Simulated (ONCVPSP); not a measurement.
## Potentials for antimony (Sb) compared

Generated with ld1.x 7.5 (TM, RRKJ, ultrasoft, PAW), atompaw 4.2 or ONCVPSP 4.0.1. The cutoff is in Ry: for ld1.x and atompaw files where the sum of valence levels is converged to 10 mRy in a Bessel basis, for ONCV files where the hardest occupied wave has 1 mHa per electron of residual kinetic energy. The error is the largest all-electron minus pseudo excitation energy over each file’s own four to seven test configurations (ionisations up to +4, promotions, holes and added fractions of an electron), all of which were solved. The labels leave out finer settings (local radius, basis sizes, second energies), which also bear on the numbers. Spin-polarised tests are not counted. The rows are a selection from randomly drawn settings: files with unsolved tests, undetermined cutoffs or missed reference levels are left out.

A true bound ghost makes a file unfit for plane-wave use even where its test errors are small: the radial tests pick states by their node count and pass the ghost by.

| potential | cutoff (Ry) | largest error (meV) | bound ghosts |
| --- | --- | --- | --- |
| ONCV, LDA (Perdew-Wang 92), scalar-relativistic, rc 1.40/1.55/1.15 (spd), local smoothed, core correction yes, reference 4s2 4p6 4d10 5s2 5p3, qcut 7.9/8.2/15.8, projectors 2/2/2 | 97 | -102 | none |
| ONCV, PBEsol, scalar-relativistic, rc 1.65/2.60/1.25 (spd), local smoothed, core correction yes, reference 4d10 5s2 5p3, qcut 4/3.1/13.4, projectors 2/2/3 | 103 | -82 | s, p |
| ONCV, LDA (Perdew-Wang 92), scalar-relativistic, rc 1.00/1.20/1.40 (spd), local smoothed, core correction no, reference 4s2 4p6 4d10 5s2 5p3, qcut 10.4/11.7/13.1, projectors 2/2/2 | 100 | -11 | none |
| ONCV, PBE, scalar-relativistic, rc 1.45/1.35/1.45 (spd), local smoothed, core correction yes, reference 4s2 4p6 4d10 5s1.75 5p3.25, qcut 10.4/8.1/12.8, projectors 2/2/2 | 96 | -4.9 | none |
| ONCV, LDA (Perdew-Zunger), scalar-relativistic, rc 1.15/1.10/0.95 (spd), local smoothed, core correction yes, reference 4s2 4p6 4d10 5s2 5p3, qcut 11/15.8/11.5, projectors 2/2/1 | 142 | -9.8 | s |
| ONCV, LDA (Perdew-Wang 92), fully relativistic, rc 1.90/1.85 (sp), local smoothed, core correction no, reference 5s2 5p3, qcut 2.7/3.8, projectors 2/2 | 73 | +495 | none |

Q: Fill in the row for Sb: ONCV, PBE, scalar-relativistic, rc 2.05/2.30/1.00/1.95 (spdf), local smoothed, core correction no, reference 4d10 5s2 5p3, qcut 3.8/3.8/8/6.6, projectors 2/2/2/3.

A: cutoff 409 Ry, largest error +5.0 meV, bound ghosts: s, p, f.

Q: Fill in the row for Sb: ONCV, PBE, scalar-relativistic, rc 2.00/2.10 (sp), local s, core correction no, reference 5s1.5 5p3.5, qcut 3/4.1, projectors 0/2.

A: cutoff 37 Ry, largest error -1.7 meV, bound ghosts: none.
